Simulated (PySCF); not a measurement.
Computed shifts of a molecule C4H5BO2, PBE0/pcSseg-1 (PySCF), GIAO, gas phase, equivalent atoms averaged, in ppm (number of nuclei): ¹³C: 157.3 (1), 109.8 (1), 97.4 (1), 88.9 (1). ¹H: 6.71 (1), 6.14 (1), 5.13 (1), 5.12 (1), 2.56 (1). References: ¹³C against TMS (σ = 186.3 ppm); ¹¹B against BF3 (σ = 88.8 ppm); ¹⁷O against H2O (σ = 334.2 ppm); ¹H against TMS (σ = 31.56 ppm), references at their B3LYP-D3(BJ)/def2-TZVP geometries, non-relativistic. Geometry: TPSSh-D3(BJ)/def2-SVP. The values are those of a single conformer.

Problem. Identify the compound among the candidates.
A. C=C1OC(=O)B1C
B. C=C=C1OCB1O
C. C=C=CB(O)C=O
D. C#CB(O)OC=C

Solution. D, C#CB(O)OC=C
